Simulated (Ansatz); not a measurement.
The cluster Au₂Se⁻. Charge -1, multiplicity 2. Geometry r2SCAN-D4/def2-TZVP, that of the neutral singlet; atoms count from 1.

Cartesian coordinates in Å:
```
Au 0.048 -0.478 -1.622
Au 1.029 0.513 1.241
Se -1.077 -0.035 0.381
```

In the def2 sets Au takes a core potential; there is no spin–orbit coupling. The structure comes from a short search, and lower isomers may exist.

(1) Estimate the Mulliken populations from the PBE0/def2-TZVPD orbitals of Ansatz.

(2) Where does the spin sit?

(3) And the Mayer bond orders between bonded heavy atoms (over 0.3)?

Answers

(1) 
```json
{"atom": "Au1", "charge (e)": "-0.18", "spin (α − β)": "0.34", "d electrons": "9.72"}
{"atom": "Au2", "charge (e)": "-0.18", "spin (α − β)": "0.34", "d electrons": "9.72"}
{"atom": "Se3", "charge (e)": "-0.65", "spin (α − β)": "0.31", "d electrons": "–"}
```
Mulliken values and Mayer orders depend strongly on the basis. With diffuse functions, as here, like atoms can get unlike values, and bond orders can come out too low or too high.

(2) Summed by element: Au 0.69, Se 0.31, of 1 unpaired in all. Largest on single atoms: Au1 0.34, Au2 0.34, Se3 0.31.

(3) Au1–Au2 0.41 (3.19 Å); Au1–Se3 1.14 (2.34 Å); Au2–Se3 1.14 (2.34 Å).
